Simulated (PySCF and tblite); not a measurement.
The numbers below are computed, except where a source is named.
**Conformers and averaged properties: C4H9FSSi, numbered as in [F:1][C@H:2]1[S:3][CH2:4][CH2:5][C@@H:6]1[SiH3:7]**

The ensemble was built from 60 distance-geometry starts (ETKDG and KDG, MMFF94s, GFN2-xTB) and rests on GFN2-xTB geometries. Free energies are PBE0-D3(BJ)/pcSseg-1 single points with GFN2-xTB rigid-rotor and vibrational terms (modes under about 100 cm⁻¹ blended into free rotors). Symmetry numbers and mirror images are counted. Conformers within 2.5 kcal/mol (GFN2-xTB free energy) were kept, 6 at most. GIAO shieldings: PBE0/pcSseg-1. Shifts are against TMS (¹H), TMS (¹³C), CFCl3 (¹⁹F), TMS (²⁹Si) at the same level; of two unlike H on one atom, a is the less shielded. (PySCF 2.14, tblite 0.8.)

The 5-ring runs over atoms 2–3–4–5–6.

```json
{"conformer": "1", "shape": "5-ring between envelope and twist (ring torsions -9, 35, -50, 42, -20°)", "symmetry": "C1", "E(GFN2) kcal/mol": "0.00", "E(DFT) kcal/mol": "0.00", "G(298.15 K) kcal/mol": "0.00", "weight %": "91.5", "dipole D": "2.43"}
{"conformer": "2", "shape": "5-ring envelope (ring torsions 26, -45, 47, -27, 1°)", "symmetry": "C1", "E(GFN2) kcal/mol": "0.63", "E(DFT) kcal/mol": "1.54", "G(298.15 K) kcal/mol": "1.41", "weight %": "8.5", "dipole D": "2.84"}
```

Weights (%) against temperature:

```
 T (K)     1     2  S(mix) cal/mol/K
   250  94.7   5.3              0.41
298.15  91.5   8.5              0.58
   350  88.0  12.0              0.73
```

Averaged shifts at 298.15 K. ¹H: 6.17 (H2, 1H), 3.79 (H7, 3H), 3.19 (H4a, 1H), 2.77 (H4b, 1H), 2.53 (H5a, 1H), 2.06 (H6, 1H), 1.98 (H5b, 1H) ppm. ¹³C: 110.0 (C2), 37.5 (C6), 36.8 (C4), 34.1 (C5) ppm. ¹⁹F: -151.8 (F1) ppm. ²⁹Si: -66.7 (Si7) ppm.

Coordinates of conformer 1 (Å):

```xyz
16

F    -0.259    2.579   -0.292
C     0.269    1.480    0.352
S    -0.859    0.929    1.665
C    -1.561   -0.423    0.645
C    -1.013   -0.227   -0.758
C     0.408    0.317   -0.608
Si    1.667   -0.968    0.039
H     1.203    1.820    0.807
H    -2.646   -0.360    0.692
H    -1.233   -1.367    1.082
H    -1.034   -1.164   -1.315
H    -1.627    0.505   -1.291
H     0.753    0.713   -1.568
H     2.995   -0.367   -0.079
H     1.401   -1.312    1.433
H     1.530   -2.147   -0.815
```

Coordinates of conformer 2 (Å):

```xyz
16

F     1.376    1.276    1.692
C     0.372    0.421    1.324
S    -1.274    1.158    1.680
C    -1.801    1.049   -0.064
C    -0.979   -0.088   -0.648
C     0.450    0.131   -0.167
Si    1.647   -1.307   -0.556
H     0.476   -0.462    1.963
H    -1.585    1.999   -0.554
H    -2.872    0.865   -0.079
H    -1.360   -1.042   -0.276
H    -1.035   -0.093   -1.737
H     0.823    1.052   -0.631
H     1.104   -2.513    0.071
H     1.684   -1.451   -2.011
H     2.965   -0.986   -0.018
```

Unscaled ¹⁹F and ²⁹Si shifts at such levels can be off by tens of ppm; differences between conformers or isomers are more reliable. Shifts are unscaled: against experiment ¹³C can be off by 15 ppm or more and ¹H by 0.8 ppm.

Search and properties took 65 s on 1 thread of Arm Neoverse V1 (shared host) (rough), launched as `OMP_NUM_THREADS=1 python ens_run.py task.json out`.
